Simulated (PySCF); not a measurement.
PySCF job for CF2I, SMILES F[C](I)F (connectivity only; charge and spin as stated), charge +1, multiplicity 1, C-PCM-B3LYP/def2-SVP. Coordinates come from a PBE0-D3(BJ)/def2-SVP optimisation. The spin state was assumed, not searched. The isomer is the one that the SMILES or the coordinates give; other isomers of the formula were not compared. The def2 effective core potentials stand for the cores of I; spin–orbit coupling is left out.

```python
import numpy as np
from pyscf import gto, scf, dft
from pyscf.solvent import pcm

mol = gto.M(
    atom='''
    F     0.00000000    1.05305857   -1.89356131
    C     0.00000000    0.00000000   -1.21792805
    F     0.00000000   -1.05305857   -1.89356131
    I     0.00000000    0.00000000    0.78097494
    ''',
    basis='def2-SVP',
    ecp={'I': 'def2-svp'},
    charge=1,
    spin=0,
    max_memory=1600,
    verbose=3,
)
mf = dft.RKS(mol, xc='b3lyp').density_fit(auxbasis='def2-universal-jkfit')
mf.grids.level = 3
mf.conv_tol = 1e-9
mf.max_cycle = 100
mf.kernel()
res = {}
for name, eps in {'water': 78.355, '1-octanol': 9.8629, 'benzene': 2.2706}.items():
    s = mf.PCM()
    s.with_solvent.method, s.with_solvent.eps, s.with_solvent.lebedev_order = 'C-PCM', eps, 29
    s.kernel(mf.make_rdm1())
    res[name] = (s.e_tot, eps, s.dip_moment(), s.mo_energy, s.converged)
    print(f'{name}: electrostatic solvation free energy {(s.e_tot - mf.e_tot) * 627.509474:.3f} kcal/mol')
```

It prints:

```
converged SCF energy = -535.024629179924

WARN: PCM is an experimental feature. It is still in testing.
Features and APIs may be changed in the future.

converged SCF energy = -535.123633946702

WARN: System has nonzero charge 1; the dipole moment is origin-dependent.
Location of origin: [0. 0. 0.]

Dipole moment(X, Y, Z, Debye):  0.00000, -0.00000, -0.88814
water: electrostatic solvation free energy -62.126 kcal/mol

WARN: PCM is an experimental feature. It is still in testing.
Features and APIs may be changed in the future.

converged SCF energy = -535.114720136696

WARN: System has nonzero charge 1; the dipole moment is origin-dependent.
Location of origin: [0. 0. 0.]

Dipole moment(X, Y, Z, Debye):  0.00000, -0.00000, -0.88216
1-octanol: electrostatic solvation free energy -56.533 kcal/mol

WARN: PCM is an experimental feature. It is still in testing.
Features and APIs may be changed in the future.

converged SCF energy = -535.080671274839

WARN: System has nonzero charge 1; the dipole moment is origin-dependent.
Location of origin: [0. 0. 0.]

Dipole moment(X, Y, Z, Debye): -0.00000, -0.00000, -0.86425
benzene: electrostatic solvation free energy -35.167 kcal/mol
```

The run converged.
